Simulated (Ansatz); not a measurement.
A nudged elastic band was laid between two geometries of ClFH₄O₄Ta (11 atoms, charge 0, multiplicity 2).

Method: UKS PBE/def2-SVP in Ansatz.

```yaml
movable_images: 5
climbing_image: yes
spring: 5.0 eV/Å²
optimiser: quadratic models (default)
start_path: through a guess of the saddle point
force_threshold: 0.05 eV/Å
iteration_limit: 60
end_points: relaxed
```

First end point:

```xyz
11
Properties=species:S:1:pos:R:3
Ta -0.169 -0.052 -0.007
F 1.623 0.940 -0.009
O 0.198 -0.088 1.897
H 1.010 0.121 2.388
O 0.058 -0.061 -1.903
H 0.775 0.002 -2.555
O -1.499 1.319 0.058
H -1.900 1.615 0.896
O -1.129 -1.707 0.099
H -1.180 -2.282 0.882
Cl 2.323 -1.336 -0.086
```

Last end point:

```xyz
11
Properties=species:S:1:pos:R:3
Ta -0.349 -0.129 -0.119
F 1.627 -0.055 -0.442
O 0.267 -0.237 1.690
H 1.216 -0.233 1.979
O -0.286 0.015 -2.036
H 0.430 0.084 -2.691
O -1.477 1.389 0.167
H -1.662 1.749 1.053
O -1.381 -1.738 -0.060
H -1.544 -2.230 0.766
Cl 3.267 -0.143 1.352
```

Q: What changes between the two ends?

A: Bonds broken: Ta1–Cl11. ClFH4O4Ta becomes Cl + FH4O4Ta.

Q: Give the energies along the band, and the barrier.

A: It converged. The highest image is number 4 of 0 to 6, 0.123 eV above the first end and 0.079 eV above the last; the last end lies 0.044 eV above the first. A vibrational analysis at the climbing image gives one clearly imaginary mode, 52i cm⁻¹: a first-order saddle point.

| image | path coordinate (Å) | energy (eV) | Ta1–Cl11 (Å) |
| --- | --- | --- | --- |
| 0 | 0.00 | 0.000 | 2.80 |
| 1 | 0.31 | 0.023 | 2.91 |
| 2 | 0.63 | 0.075 | 3.12 |
| 3 | 0.94 | 0.112 | 3.32 |
| 4 | 1.25 | 0.123 | 3.49 |
| 5 | 2.14 | 0.074 | 3.80 |
| 6 | 3.03 | 0.044 | 3.90 |

Q: What is the geometry of the highest image?

A: 
```xyz
11
Properties=species:S:1:pos:R:3
Ta -0.293 0.034 -0.059
F 1.600 0.638 -0.311
O 0.269 0.006 1.785
H 1.190 -0.106 2.098
O -0.200 -0.071 -1.969
H 0.514 -0.094 -2.628
O -1.637 1.376 0.097
H -1.996 1.692 0.946
O -1.108 -1.698 0.100
H -1.142 -2.149 0.963
Cl 2.912 -1.155 0.636
```

Q: What are the harmonic wavenumbers there?

A: 52i, 44, 107, 132, 158, 194, 209, 216, 241, 284, 312, 370, 404, 482, 501, 517, 539, 580, 619, 668, 691, 716, 733, 3672, 3752, 3757, 3791 cm⁻¹.

The band took 23 iterations and about 30 core-minutes.

Run time: 8.3 min on 4 threads of Arm Neoverse V1 (shared host), peak memory 0.41 GiB.
